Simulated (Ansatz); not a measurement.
Consider the ligand exchange at the Si–C bond: `[SiH3][CH]1[NH][GeH2]1` + `OC(O)[SiH3]` → `OC([SiH3])O[SiH3]` + `[CH2]1[NH][GeH2]1`.

Isolated molecules relaxed with PBE0-D4/def2-TZVP in Ansatz; ΔE leaves out vibrations. CCSD(T)/CBS is the MP2 limit (def2-TZVPP, def2-QZVPP) plus CCSD(T) − MP2 in def2-TZVPP, frozen cores. For Ge outer-core shells are correlated without core-valence functions, which leaves a few kJ/mol of doubt a bond. Scalar relativity is left out up to krypton. Each species was taken in one conformer, which may not be the lowest.

```csv
species,SCS-MP2/def2-TZVPP energy (Eh)
`[SiH3][CH]1[NH][GeH2]1`,-2461.43419
`OC(O)[SiH3]`,-480.87435
`OC([SiH3])O[SiH3]`,-771.14655
`[CH2]1[NH][GeH2]1`,-2171.19370
```

**Question.** Work out ΔE.

**Answer.** ΔE = (-771.14655) + (-2171.19370) − (-2461.43419) − (-480.87435) = -0.03171 Eh = -19.9 kcal/mol. CCSD(T)/CBS gives -18.4 kcal/mol.

Largest T1 diagnostic among the species: 0.013.

In def2-TZVPP, CCSD(T) changes the Hartree–Fock value by +3.8 kcal/mol (the triples alone add +0.5 kcal/mol) and MP2 by +3.8 kcal/mol.
